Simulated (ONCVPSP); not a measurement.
**Potentials for Se (Z = 34) compared**

Generated with ld1.x 7.5 (TM, RRKJ, ultrasoft, PAW), atompaw 4.2 or ONCVPSP 4.0.1. The cutoff is in Ry: for ld1.x and atompaw files where the sum of valence levels is converged to 10 mRy in a Bessel basis, for ONCV files where the hardest occupied wave has 1 mHa per electron of residual kinetic energy. The error is the largest all-electron minus pseudo excitation energy over each file’s own four to seven test configurations (ionisations up to +4, promotions, holes and added fractions of an electron), all of which were solved. The labels leave out finer settings (local radius, basis sizes, second energies), which also bear on the numbers. Spin-polarised tests are not counted. The rows are a selection from randomly drawn settings: files with unsolved tests, undetermined cutoffs or missed reference levels are left out.

A true bound ghost makes a file unfit for plane-wave use even where its test errors are small: the radial tests pick states by their node count and pass the ghost by.

| potential | cutoff (Ry) | largest error (meV) | bound ghosts |
| --- | --- | --- | --- |
| ONCV, PBE, scalar-relativistic, rc 0.85/1.05/1.10 (spd), local smoothed, core correction yes, reference 3s2 3p6 3d10 4s2 4p2, qcut 14.7/12/13.4, projectors 2/2/2 | 170 | -152 | none |
| ONCV, PBE, scalar-relativistic, rc 1.35/1.80/1.50 (spd), local smoothed, core correction yes, reference 4s1.75 4p4.25, qcut 5.5/5.1/7.6, projectors 1/2/1 | 40 | -93 | none |
| ONCV, PBE, scalar-relativistic, rc 0.85/1.15/1.15 (spd), local smoothed, core correction no, reference 3s2 3p6 3d10 4s2 4p4, qcut 11.8/9.6/10.9, projectors 2/2/2 | 226 | -9.7 | none |
| ONCV, LDA (Perdew-Wang 92), scalar-relativistic, rc 1.50/1.45 (sp), local p, core correction yes, reference 4s2 4p3, qcut 5/6, projectors 2/0 | 48 | -129 | none |

Fill in the row for Se: ONCV, PBE, scalar-relativistic, rc 0.85/1.10/0.95 (spd), local smoothed, core correction yes, reference 3s2 3p6 3d10 4s2 4p3, qcut 16.6/13.7/17.9, projectors 2/2/2.

cutoff 248 Ry, largest error -179 meV, bound ghosts: none.

Fill in the row for Se: ONCV, LDA (Perdew-Wang 92), scalar-relativistic, rc 1.45/1.85/0.55 (spd), local smoothed, core correction yes, reference 3d10 4s2 4p4, qcut 3.8/4.5/19, projectors 3/2/1.

cutoff 1403 Ry, largest error -691 meV, bound ghosts: s, p.

Fill in the row for Se: ONCV, PBEsol, scalar-relativistic, rc 0.90/1.00/0.60/1.00 (spdf), local smoothed, core correction no, reference 3s2 3p6 3d10 4s2 4p4, qcut 14.1/16.5/18.1/12, projectors 2/2/3/2.

cutoff 1509 Ry, largest error -4.6 meV, bound ghosts: d.
